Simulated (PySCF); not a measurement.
Ranking problems on computed properties.

Species are written as SMILES; each is one conformer at its optimised geometry, gas phase (atoms past krypton carry core potentials, spin–orbit coupling is left out). Electronic properties by PySCF.

Dipoles, sizes and rotational constants follow the conformer. The torsions of the flexible species, by atom-mapped SMILES:
- `[CH2:1]=[CH:2][C@H:3]([F:4])[C:5]#[N:6]`: C1–C2–C3–F4 -123°
- `[N:1]#[C:2]/[CH:3]=[CH:4]/[CH2:5][F:6]`: C3–C4–C5–F6 0°
- `[N:1]#[C:2][CH2:3]/[CH:4]=[CH:5]/[F:6]`: C2–C3–C4–C5 -120°
- `[OH:1][CH2:2][c:3]1[cH:4][cH:5][c:6]([Br:7])[cH:8][cH:9]1`: O1–C2–C3–C4 178°, H–O1–C2–C3 -178°
- `[F:1]/[CH:2]=[CH:3]/[C@H:4]1[CH:5]=[N:6]1`: C2–C3–C4–C5 -43°
- `[CH2:1]=[C:2]([C:3]#[N:4])[CH2:5][F:6]`: C1–C2–C5–F6 -1°
- `[N:1]#[C:2][CH2:3]/[CH:4]=[CH:5]\[F:6]`: C2–C3–C4–C5 -121°

The conformers of `CC#C[Si@@H]1OCC[C@H]1F` aren't listed.

Question: Rank by dipole moment, lowest first (B3LYP/def2-SVPD at PBE0-D3(BJ)/def2-SVP geometries).
A. `C([C@H](C=C)F)#N`
B. `c1c(ccc(c1)Br)CO`
C. `N#C/C=C/CF`
D. `N#CC/C=C/F`
E. `F/C=C/[C@H]1C=N1`

Answer: E (2.49 D), B (3.44 D), D (3.61 D), A (3.85 D), C (4.30 D).

By how much do the two ends of that ranking differ?

By 1.81 D, between `N#C/C=C/CF` and `F/C=C/[C@H]1C=N1`.

Question: Rank by HOMO–LUMO gap, lowest first (B3LYP/def2-SVPD at PBE0-D3(BJ)/def2-SVP geometries).
A. `C/C=C(/F)C#N`
B. `c1c(ccc(CO)c1)Br`
C. `[PH4+]`
D. `N#C/C=C/CF`
E. `C=C(C#N)CF`
F. `F/C=C/[C@H]1C=N1`

Answer: F (5.65 eV), B (5.79 eV), A (5.98 eV), D (6.12 eV), E (6.23 eV), C (12.69 eV).

Question: Rank by lowest triplet excitation (Tamm–Dancoff), highest first (TDA B3LYP/def2-SVPD at PBE0-D3(BJ)/def2-SVP geometries).
A. `CC#C[Si@@H]1OCC[C@H]1F`
B. `C=C[C@H](F)C#N`
C. `C(/CC#N)=C/F`
D. `F/C=C/[C@H]1C=N1`
E. `C1=C[SiH2]C=C1`
F. `N#C/C=C/CF`
G. `[PH4+]`

Answer: G (9.83 eV), A (4.80 eV), C (4.45 eV), B (4.35 eV), D (3.90 eV), F (3.69 eV), E (2.68 eV).

Question: Rank by lowest singlet excitation, lowest first (TDDFT B3LYP/def2-SVPD at PBE0-D3(BJ)/def2-SVP geometries).
A. `[PH4+]`
B. `N#CC/C=C\F`
C. `OCc1ccc(Br)cc1`
D. `C1[SiH2]C=CC=1`
E. `C=C[C@H](F)C#N`
F. `C/C=C(/F)C#N`

Answer: D (4.34 eV), C (4.99 eV), F (5.92 eV), E (6.74 eV), B (6.90 eV), A (11.11 eV).

By how much do the two ends of that ranking differ?

By 6.77 eV, between `[PH4+]` and `C1=C[SiH2]C=C1`.

Question: Rank by vertical ionisation energy, lowest first (ΔSCF B3LYP/def2-SVPD at PBE0-D3(BJ)/def2-SVP geometries).
A. `[PH4+]`
B. `C=C(C#N)CF`
C. `F/C=C/[C@H]1C=N1`
D. `N#C/C=C/CF`
E. `C=C[C@H](F)C#N`

Answer: C (9.16 eV), D (10.35 eV), B (10.54 eV), E (11.05 eV), A (22.10 eV).

By how much do the two ends of that ranking differ?

By 12.94 eV, between `[PH4+]` and `F/C=C/[C@H]1C=N1`.

Question: Rank by smallest rotational constant, lowest first (PBE0-D3(BJ)/def2-SVP).
A. `C1=C[SiH2]C=C1`
B. `OCc1ccc(Br)cc1`
C. `C/C(C#N)=C\F`
D. `F/C=C/[C@H]1C=N1`
E. `C=C[C@H](F)C#N`
F. `[CH3][Pt-2]([CH3])([CH3])([CH3])([CH3])[CH3]`

Answer: B (0.410 GHz), F (1.623 GHz), C (1.791 GHz), D (1.848 GHz), E (1.962 GHz), A (2.933 GHz).
